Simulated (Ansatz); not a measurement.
Relaxation of CH$_{10}$AlBOSi$_{2}$ (16 atoms, charge 0, multiplicity 1), to a largest force component of 0.015 eV/Å in at most 40 steps.

Method: RKS r2SCAN/STO-3G in Ansatz 0.2.0.

```xyz
16
Properties=species:S:1:pos:R:3
B 0.406 -2.559 -1.193
Si 0.613 -1.207 0.203
C -0.458 0.319 -0.129
Al 0.315 1.294 -1.732
Si -0.332 1.454 1.342
O 0.384 2.950 0.885
H -0.345 -2.276 -2.099
H 0.973 -3.527 -1.172
H 0.218 -1.791 1.525
H 2.039 -0.825 0.299
H -1.490 0.015 -0.256
H 1.516 0.724 -2.518
H -0.529 2.653 -2.219
H -1.629 1.738 1.938
H 0.524 0.839 2.355
H 1.272 2.714 0.556
```

Problem. Where does it end, and by what steps?

Solution. The run converged. The force dipped under the threshold on the way, but the program's further checks kept it going. Limits of this set-up: minimal basis. After 32 steps the energy has fallen by 2.396 eV; H12 moved furthest, 1.11 Å. Joined: Al4–Si5, Al4–O6.

```csv
step,energy less start (eV),largest force component (eV/Å),accepted
0,0.0000,2.517,yes
2,-0.8139,0.712,yes
4,-1.5163,2.795,yes
6,-2.2790,1.433,yes
8,-2.3459,0.313,yes
10,-2.3718,0.220,yes
12,-2.3796,0.057,yes
14,-2.3866,0.282,yes
16,-2.3927,0.037,yes
18,-2.3936,0.011,yes
20,-2.3938,0.072,no
22,-2.3943,0.008,yes
24,-2.3945,0.023,yes
26,-2.3948,0.054,yes
28,-2.3951,0.019,yes
30,-2.3951,0.137,no
32,-2.3955,0.010,yes
```

```xyz
16
Properties=species:S:1:pos:R:3
B 0.428 -2.557 -1.381
Si 0.427 -1.422 0.218
C -0.464 0.205 0.027
Al 0.252 1.466 -1.307
Si -0.204 1.462 1.350
O 0.206 2.701 0.139
H 0.066 -2.178 -2.432
H 0.815 -3.666 -1.330
H -0.091 -2.192 1.338
H 1.819 -1.165 0.549
H -1.534 0.019 -0.110
H 1.722 1.321 -1.601
H -0.683 1.990 -2.360
H -1.309 2.009 2.118
H 0.959 1.348 2.212
H 1.070 3.174 0.357
```

Whether the end is a true minimum wasn't checked by a vibrational analysis.

The run took 2 min on 1 CPU thread of a shared host.
